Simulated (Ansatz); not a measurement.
A trace of molecular dynamics of ClGaH4OSSi (9 atoms, charge 0, multiplicity 1).

Level of theory: RKS PBE0-D4/def2-SVP (Ansatz 0.2.0).

- ensemble: NVE (velocity Verlet)
- starting velocities drawn for: 100 K
- seed: 4580

| time (fs) | T (K) | potential energy less start (eV) | conserved less start (meV/atom) |
| --- | --- | --- | --- |
| 0.0 | 100 | 0.000 | 0.00 |
| 4.0 | 60 | 0.037 | 0.04 |
| 8.0 | 176 | -0.069 | 0.05 |
| 12.0 | 583 | -0.439 | -0.23 |
| 16.0 | 840 | -0.672 | -0.37 |
| 20.0 | 789 | -0.624 | -0.04 |
| 24.0 | 900 | -0.725 | -0.08 |
| 28.0 | 814 | -0.645 | 0.14 |
| 32.0 | 863 | -0.687 | 0.38 |
| 36.0 | 716 | -0.556 | 0.15 |
| 40.0 | 679 | -0.524 | -0.06 |
| 44.0 | 617 | -0.468 | 0.03 |
| 48.0 | 754 | -0.596 | -0.49 |
| 52.0 | 773 | -0.611 | -0.21 |
| 56.0 | 864 | -0.695 | -0.43 |
| 60.0 | 878 | -0.709 | -0.49 |
| 64.0 | 742 | -0.582 | -0.11 |
| 68.0 | 755 | -0.596 | -0.36 |
| 72.0 | 659 | -0.504 | 0.12 |
| 76.0 | 768 | -0.603 | 0.23 |
| 80.0 | 729 | -0.568 | 0.17 |
| 84.0 | 749 | -0.584 | 0.36 |
| 88.0 | 717 | -0.557 | 0.13 |
| 92.0 | 862 | -0.692 | -0.25 |
| 96.0 | 844 | -0.674 | -0.07 |
| 100.0 | 924 | -0.749 | -0.37 |

Task: Is this trajectory sound?

Result: The conserved energy stayed within 0.53 meV per atom of its start (net change -0.37 meV per atom), so the integration is sound. The system heated up, since it started high on the potential surface and ran downhill. A run of 0.1 ps of so small a system gives no equilibrium averages. The orbitals stay closed-shell, which can raise the energy where a bond breaks towards radicals; this wasn't checked here. The time step was 0.5 fs.

Time of the run: 14 min on 2 threads of Arm Neoverse V1 (shared host), peak memory 0.32 GiB.
